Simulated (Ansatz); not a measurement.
Wavefunction ladder for C$_{2}$H$_{6}$N$_{2}$OSi, SMILES `NC1=C(O)[SiH2]N1`

Cartesian coordinates in Å:
```
N -1.8300 -0.4990 -0.5522
C -0.5904 -0.0437 -0.1967
C 0.4607 -0.6627 0.3998
O 0.4462 -1.9355 0.9093
Si 1.4240 0.8589 0.0769
N -0.2122 1.2996 -0.4874
H -2.0717 -1.3949 -0.1570
H -2.5647 0.1884 -0.4801
H 0.8939 -1.9372 1.7585
H 2.4382 0.9051 -1.0139
H 1.9445 1.6752 1.2077
H -0.3385 1.5459 -1.4649
```

Charge 0, multiplicity 1. The geometry is a stationary point of PBE0-D4/def2-TZVP. It is one conformer, not always the lowest. Frozen core, restricted reference, Ansatz 0.2.0. CBS rows extrapolate triple and quadruple zeta; past MP2 they add the triple-zeta difference.

```csv
basis,HF (Eh),MP2 corr.,CCSD corr.,(T),CCSD(T) total
def2-TZVPP,-552.00945,-1.08592,-1.11580,-0.04951,-553.17476
def2-QZVPP,-552.03095,-1.16477,–,–,–
CBS(def2),-552.03391,-1.22318,-1.25306,as TZ,-553.33648
```
